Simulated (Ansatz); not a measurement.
One change: `[CH3][Mo](=[NH])(=[NH])[OH]` becomes `[NH]=[Mo](=[NH])([OH])[OH]`.

Ansatz, PBE0-D4/def2-TZVP geometries, multiplicity 1. Each molecule was computed in one conformer, which needn't be the lowest.

Elements past krypton have def2 core potentials.

```json
{"property": "LUMO energy (ωB97M-V/def2-TZVPP) / eV", "`[CH3][Mo](=[NH])(=[NH])[OH]`": "0.62"}
{"property": "LUMO energy (B3LYP/def2-TZVPP) / eV", "`[CH3][Mo](=[NH])(=[NH])[OH]`": "-1.71"}
{"property": "LUMO energy (PBE0/def2-TZVPP) / eV", "`[CH3][Mo](=[NH])(=[NH])[OH]`": "-1.47"}
{"property": "HOMO energy (ωB97M-V/def2-TZVPP) / eV", "`[CH3][Mo](=[NH])(=[NH])[OH]`": "-9.93"}
{"property": "HOMO energy (PBE0/def2-TZVPP) / eV", "`[CH3][Mo](=[NH])(=[NH])[OH]`": "-7.64"}
{"property": "HOMO–LUMO gap (PBE0/def2-TZVPP) / eV", "`[CH3][Mo](=[NH])(=[NH])[OH]`": "6.18"}
```

(1) What does the change do to each property? (Best estimate.)

## Answers

(1) The calculation gave: 
| property | `[NH]=[Mo](=[NH])([OH])[OH]` | shift |
| --- | --- | --- |
| LUMO energy (ωB97M-V/def2-TZVPP) / eV | 0.80 | 0.18 |
| LUMO energy (B3LYP/def2-TZVPP) / eV | -1.49 | 0.22 |
| LUMO energy (PBE0/def2-TZVPP) / eV | -1.25 | 0.22 |
| HOMO energy (ωB97M-V/def2-TZVPP) / eV | -10.03 | -0.10 |
| HOMO energy (PBE0/def2-TZVPP) / eV | -7.76 | -0.12 |
| HOMO–LUMO gap (PBE0/def2-TZVPP) / eV | 6.51 | 0.33 |

With PBE0 the HOMO falls by 0.12 eV and the LUMO rises by 0.22 eV, so the gap widens by about 0.34 eV. PBE moves the HOMO by -0.06 eV and ωB97M-V by -0.10 eV. The zero-point energy changes by -58.3 kJ/mol with -6 modes.

B3LYP here is the variant with VWN-RPA as its local correlation; programs differ in this.
